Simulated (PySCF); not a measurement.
**Correlation energy of Pr⁺ (praseodymium, charge +1)**

[Xe] 4f2 5d1 6s1, one real determinant (an excited configuration). Computed with PySCF 2.14 in cc-pVDZ-X2C (8s7p5d3f1g, 84 functions), with scalar relativity by spin-free X2C-1e. Frozen: [Kr] 4d10; 12 electrons correlated.

MP2 pair energies summed by pair of shells (mhartree):

```csv
pair,energy,share (%)
5p-5p,-110.90,43.7
4f-5p,-37.98,15.0
5s-5p,-32.69,12.9
5p-5d,-25.51,10.1
5p-6s,-17.54,6.9
4f-5s,-7.31,2.9
5s-5s,-5.79,2.3
4f-5d,-3.52,1.4
4f-4f,-3.44,1.4
5d-6s,-3.23,1.3
5s-5d,-3.10,1.2
4f-6s,-1.78,0.7
5s-6s,-0.91,0.4
```

Total MP2 correlation energy: -253.71 mhartree.

Same-spin part -79.70 and opposite-spin part -174.01 mhartree; SCS-MP2 scales them by 1/3 and 6/5 to -235.38 mhartree.

The reference is one real determinant that mixes LS terms of this configuration.
